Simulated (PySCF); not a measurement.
C₄H₄N₂. Atoms are numbered in the order given.

```xyz
10

C      0.0000     1.1316    -0.6991
C      0.0000     1.1316     0.6991
N      0.0000     0.0000     1.4024
C      0.0000    -1.1316     0.6991
C      0.0000    -1.1316    -0.6991
N      0.0000     0.0000    -1.4024
H      0.0000     2.0743    -1.2587
H      0.0000     2.0743     1.2587
H      0.0000    -2.0743     1.2587
H      0.0000    -2.0743    -1.2587
```
Charge 0, spin multiplicity 1.

Coordinates come from a ωB97X-D3(BJ)/def2-SVP optimisation.

Method: PBE/def2-TZVP (PySCF).

Atomic charges (e):

```csv
atom,meta-Löwdin,Löwdin,Mulliken
C1,[?],-0.22,-0.04
C2,[?],-0.22,-0.04
N3,[?],0.16,-0.15
C4,[?],-0.22,-0.04
C5,[?],-0.22,-0.04
N6,[?],0.16,-0.15
H7,[?],0.14,0.12
H8,[?],0.14,0.12
H9,[?],0.14,0.12
H10,[?],0.14,0.12
```

Complete the blanks. (Estimate from the structure and the level; the computed values follow.)


- C1, meta-Löwdin: -0.02
- C2, meta-Löwdin: -0.02
- N3, meta-Löwdin: -0.21
- C4, meta-Löwdin: -0.02
- C5, meta-Löwdin: -0.02
- N6, meta-Löwdin: -0.21
- H7, meta-Löwdin: 0.13
- H8, meta-Löwdin: 0.13
- H9, meta-Löwdin: 0.13
- H10, meta-Löwdin: 0.13

Give the Mayer and Wiberg (Löwdin basis) orders of the bonds. (The exact figures need the calculation; the answer reports its results.)


```csv
bond,Mayer,Wiberg
C1–C2,1.40,1.60
C2–N3,1.51,1.79
N3–C4,1.51,1.79
C4–C5,1.40,1.60
C1–N6,1.51,1.79
C5–N6,1.51,1.79
C1–H7,0.95,0.85
C2–H8,0.95,0.85
C4–H9,0.95,0.85
C5–H10,0.95,0.85
```
